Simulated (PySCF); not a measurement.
SrCl, SMILES [Cl][Sr+], charge +1. Atoms are numbered in the order given.

```xyz
2

Sr     0.0000     0.0000    -0.7679
Cl     0.0000     0.0000     1.7164
```
Charge +1, spin multiplicity 1.

Coordinates come from a B3LYP-D3(BJ)/def2-TZVPD optimisation. The spin state was assumed, not searched. The def2 effective core potentials stand for the cores of Sr; spin–orbit coupling is left out.

Computed with PBE0/def2-TZVPD run with PySCF.

Mulliken values depend strongly on the basis, most of all with diffuse functions as here. ESP charges are fitted to the potential on shells at 1.4 to 2.0 van der Waals radii. Atomic charges (e):

```json
[
 {"atom": "Sr1", "ESP fit": "1.48", "Mulliken": "1.64"},
 {"atom": "Cl2", "ESP fit": "-0.48", "Mulliken": "-0.64"}
]
```
